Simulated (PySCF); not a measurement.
HCl$_{3}$OTi, charge +1, doublet, at a GFN2-xTB geometry (such geometries of metal compounds can be far from the true shape) (the multiplicity is a formal guess).

Input for PySCF:
```python
from pyscf import gto, scf, dft

mol = gto.M(
    atom='''
Ti   -0.37170548    0.19141448    0.01942456
Cl    1.31128522    1.37711207   -0.62638354
Cl    0.39885440   -0.64627425    1.85243291
Cl   -0.20801368   -1.50437676   -1.30454736
O    -1.83347324    0.94417045    0.09581351
H    -2.69083454    1.38567960    0.14061743
''',
    basis='def2-svp',
    charge=1,
    spin=1,
    verbose=4,
)

mf = dft.UKS(mol)
mf.xc = 'r2scan'
mf.kernel()
```

Problem. Give the <S^2> at the level R2SCAN/def2-SVP (PySCF).

Solution. 0.762

Problem. What is the computed Mulliken (on the basis functions themselves) charges in atom order (R2SCAN/def2-SVP)?

Solution. Ti1 0.85, Cl2 0.07, Cl3 0.07, Cl4 0.07, O5 -0.36, H6 0.29

Problem. Estimate the HOMO energy that R2SCAN/def2-SVP returns for this input.

Solution. -13.86 eV

These values belong to the state on which the SCF converged, which isn't shown to be the lowest.
